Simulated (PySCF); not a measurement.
Worked example: chemical shift, span and skew from a shielding tensor

B(Me)2(NHMe) (C₃H₁₀BN), SMILES CNB(C)C. Atoms are numbered in the order given.

```xyz
15

B      0.0777    -0.0007     0.5058
C     -0.0715    -0.7509     1.8947
H     -0.5582    -1.7392     1.8363
H     -0.6492    -0.1307     2.6039
H      0.9203    -0.8893     2.3621
C      0.7529     1.4381     0.4324
H      1.6253     1.4468    -0.2450
H      1.0976     1.7918     1.4163
H      0.0494     2.1945     0.0402
N     -0.3982    -0.6268    -0.6585
C     -0.3753    -0.1423    -2.0226
H     -0.8233    -1.5442    -0.5621
H      0.0950     0.8490    -2.0635
H     -1.3920    -0.0460    -2.4452
H      0.1981    -0.8109    -2.6902
```
Charge 0, spin multiplicity 1.

Geometry optimised at B3LYP-D3(BJ)/def2-SVP. One conformer was computed; it need not be the lowest.

GIAO shieldings from PBE0/pcSseg-1 (PySCF), non-relativistic, no solvent. The symmetric part of the tensor of C11 has the principal values 129.4, 143.1, 183.1 ppm. The same nucleus in TMS has σ = 186.3 ppm at this level (PySCF, at its B3LYP-D3(BJ)/def2-TZVP geometry).

### Question
Work out the isotropic shielding, the ¹³C shift against TMS, the span and the skew.

### Answer

σ(iso) = (σ11 + σ22 + σ33)/3 = 151.9 ppm. δ = σ(ref) − σ(iso) = 186.3 − (151.9) = 34.4 ppm.
Span Ω = σ33 − σ11 = 53.7 ppm. Skew κ = 3(σ(iso) − σ22)/Ω = 0.49. Tumbling in solution averages the tensor to δ; in a static solid the shielding alone would spread this spin-1/2 line over Ω.
